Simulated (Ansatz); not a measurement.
Computed with Ansatz.

A structure relaxed at PBE0-D4/def2-TZVP, charge 0, multiplicity 1:

Cartesian coordinates in Å:
```
O -0.8345 -0.5719 1.4689
In 0.1418 0.5815 0.2035
S 0.7950 -0.0792 -1.9745
Br 0.6659 2.8179 1.0318
H -1.0284 -1.4427 1.1125
H 0.2602 -1.3057 -1.8421
```

**Question.** Give its formula and SMILES.

**Answer.** BrH2InOS, `[OH][In]([SH])[Br]`.

**Question.** Point group (tolerance 0.08 Å, 0.16 Å for H)?

**Answer.** Cs.

**Question.** Summarise the bond lengths by kind.

**Answer.** 1 × In–O 1.971 Å; 1 × H–O 0.961 Å; 1 × In–S 2.368 Å; 1 × Br–In 2.442 Å; 1 × H–S 1.345 Å.
